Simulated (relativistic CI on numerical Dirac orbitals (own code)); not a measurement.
Ni³⁺ in a cubic cluster: 2p photoemission with charge transfer

Computed with a charge-transfer multiplet model of a cubic metal-ligand cluster with up to 2 ligand holes, Slater and spin-orbit integrals from Dirac-Coulomb-Breit ions, Slater integrals scaled by 0.8. The parameters are those of a tetrahedral site (10Dq negative, t2 hopping the larger). The ground state mixes d7 with configurations of k ligand holes L, whose averages lie at kΔ + k(k − 1)U_dd/2; a core hole lowers each added d electron by U_cd. 300 K, Lorentzian 0.6 eV and Gaussian 0.8 eV FWHM.

Atomic integrals in eV (Slater integrals scaled, ζ unscaled), ground: F2dd 10.578, F4dd 6.603, zeta_d 0.089; with the core hole: F2dd 11.936, F4dd 7.492, zeta_d 0.124, zeta_core 11.400, F2cd 7.214, G1cd 5.576, G3cd 3.173.

Cluster parameters (eV): Δ = 3, U_dd = 7.7, 10Dq = -0.2, 10Dq(ligand) = 0, V(eg) = 1.35, V(t2g) = -2.29, final-state hopping factor = 0.9.

```
          Case   n_d    d7   d8L  d9L2     S
 U_cd = 7.1 eV  7.32  0.70  0.29  0.02  1.50
 U_cd = 8.3 eV  7.32  0.70  0.29  0.02  1.50
 U_cd = 8.9 eV  7.32  0.70  0.29  0.02  1.50
U_cd = 10.1 eV  7.32  0.70  0.29  0.02  1.50
U_cd = 10.7 eV  7.32  0.70  0.29  0.02  1.50
```

Weights, n_d and S are thermal averages at 300 K. Binding energies count from the first peak over 30 % of the highest in each spectrum, which can be another peak from case to case. The parameters are a model scan and need not match a compound or its usual spin state. Peaks in eV (height, largest 100):
- U_cd = 7.1 eV: 0.0 (100), 6.7 (27), 8.0 (27), 11.8 (11), 18.6 (55), 25.9 (19)
- U_cd = 8.3 eV: 0.0 (100), 7.1 (33), 8.2 (34), 11.6 (18), 18.5 (53), 26.1 (23)
- U_cd = 8.9 eV: 0.0 (100), 7.2 (37), 7.9 (37), 10.9 (22), 15.0 (6), 18.3 (52), 26.4 (25), 30.4 (7)
- U_cd = 10.1 eV: 0.0 (100), 5.3 (17), 7.5 (42), 10.9 (32), 13.2 (17), 15.8 (11), 18.2 (53), 26.3 (29), 30.9 (14)
- U_cd = 10.7 eV: 0.0 (100), 5.1 (18), 7.6 (41), 11.1 (34), 13.6 (23), 18.1 (55), 26.2 (29), 31.3 (18), 33.1 (6)

Curve for U_cd = 8.3 eV (points under 2 left out, the grid thinned):

(E (eV), Intensity): (-3.4, 2.1), (-2.6, 3.3), (-1.8, 6.7), (-1.0, 23.9), (-0.1, 97.7), (0.7, 81.7), (1.5, 61.1), (2.3, 43.3), (3.1, 27.9), (3.9, 19.5), (4.7, 16.6), (5.6, 18.3), (6.4, 23.7), (7.2, 32.7), (8.0, 34.0), (8.8, 28.0), (9.6, 18.4), (10.4, 16.7), (11.2, 17.4), (12.1, 15.4), (12.9, 7.8), (13.7, 4.7), (14.5, 4.4), (15.3, 5.0), (16.1, 7.1), (16.9, 9.9), (17.8, 38.1), (18.6, 53.0), (19.4, 44.2), (20.2, 26.2), (21.0, 10.8), (21.8, 5.8), (22.6, 4.7), (23.4, 4.5), (24.3, 5.2), (25.1, 13.0), (25.9, 22.8), (26.7, 21.7), (27.5, 15.5), (28.3, 8.8), (29.1, 5.0), (30.0, 3.5), (30.8, 3.8), (31.6, 2.9), (32.4, 2.0)

For the case U_cd = 8.9 eV, Δ = 3 eV is smaller than U_dd = 7.7 eV, the charge-transfer side of the Zaanen-Sawatzky-Allen scheme. With the core hole the configuration with one ligand hole lies at Δ − U_cd = -4.1, -5.3, -5.9, -7.1, -7.7 eV from the one without, in the order of the table; where this is negative the screened configuration lies lower, though the effective hopping of about 3.4 eV (from the holes of the mixed ground state) mixes the two strongly wherever it is as large as the gap.
